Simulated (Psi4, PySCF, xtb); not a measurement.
Intermolecular potential of BF3 ··· Li+ (SMILES FB(F)F and [Li+]) (charge +1). Monomers: optimised at B3LYP-D3(BJ) (def2-TZVP), held rigid. Orientation: lowest of the rigid-body minima from ten starts at GFN2-xTB (searched outside a hard wall at short contacts). R is the distance of the centres of mass, along which the second monomer moves. The shortest distances reach bonding range, where SAPT0 and rigid monomers are unreliable.

RKS-B3LYP/6-31G* = restricted B3LYP/6-31G*, spherical d, no counterpoise correction (PySCF 2.14.0); RKS-BP86/6-31G* = PySCF with restricted BP86/6-31G*, spherical d, no counterpoise correction; GFN1-xTB (xtb); wB97X-V/def2-TZVP, counterpoise-corrected (Psi4).

Interaction energies in kcal/mol; the last columns give the difference from wB97X-V:

```tsv
R / Å	RKS-B3LYP/6-31G*	RKS-BP86/6-31G*	GFN1-xTB	wB97X-V/def2-TZVP	RKS-B3LYP/6-31G* − wB97X-V/def2-TZVP	RKS-BP86/6-31G* − wB97X-V/def2-TZVP	GFN1-xTB − wB97X-V/def2-TZVP
3.08	-18.54	-16.29	-24.77	-12.48	-6.06	-3.81	-12.29
3.31	-17.92	-16.34	-23.03	-12.52	-5.40	-3.82	-10.51
3.45	-16.40	-15.15	-21.46	-11.40	-5.00	-3.75	-10.05
3.75	-12.70	-11.95	-18.06	-8.60	-4.10	-3.35	-9.46
4.07	-9.23	-8.81	-14.64	-6.18	-3.05	-2.63	-8.46
4.56	-5.48	-5.30	-9.94	-3.84	-1.64	-1.46	-6.11
5.27	-2.74	-2.68	-5.32	-2.14	-0.60	-0.55	-3.18
6.26	-1.35	-1.32	-2.25	-1.11	-0.24	-0.21	-1.14
7.59	-0.53	-0.51	-0.93	-0.55	0.02	0.04	-0.38
```

RKS-B3LYP/6-31G* is furthest from wB97X-V/def2-TZVP at 3.08 (-6.06 kcal/mol, below); its mean absolute difference over the points is 2.90 kcal/mol.

RKS-BP86/6-31G* is furthest from wB97X-V/def2-TZVP at 3.31 (-3.82 kcal/mol, below); its mean absolute difference over the points is 2.18 kcal/mol.

GFN1-xTB is furthest from wB97X-V/def2-TZVP at 3.08 (-12.29 kcal/mol, below); its mean absolute difference over the points is 6.84 kcal/mol.
